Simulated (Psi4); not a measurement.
Two rigid molecules brought together: C3H8 ··· H4O4Si (SMILES CCC and O[Si](O)(O)O). Monomers: optimised at B3LYP-D3(BJ) (def2-TZVP), held rigid. Orientation: lowest of the rigid-body minima from ten starts at GFN2-xTB. The monomers approach along the line of their centres of mass (distance R); nothing else relaxes.

Calculation: SAPT0/jun-cc-pVDZ, frozen core (Psi4).

Components in kcal/mol:

```
R / Å  electrostatics  exchange  induction  dispersion  total
-----  --------------  --------  ---------  ----------  -----
3.59           -11.84     32.62      -4.75       -8.16   7.87
3.77            -7.30     19.64      -3.01       -6.05   3.28
4.00            -3.98     10.13      -1.68       -4.17   0.31
4.19            -2.45      5.81      -1.04       -3.09  -0.77
4.42            -1.41      2.93      -0.59       -2.17  -1.24
4.59            -0.97      1.76      -0.39       -1.69  -1.29
4.89            -0.53      0.70      -0.19       -1.10  -1.12
5.20            -0.31      0.27      -0.10       -0.72  -0.86
5.68            -0.15      0.06      -0.03       -0.39  -0.52
6.36            -0.06      0.01      -0.01       -0.18  -0.25
7.37            -0.02      0.00       0.00       -0.07  -0.09
8.68            -0.01      0.00       0.00       -0.02  -0.03
```
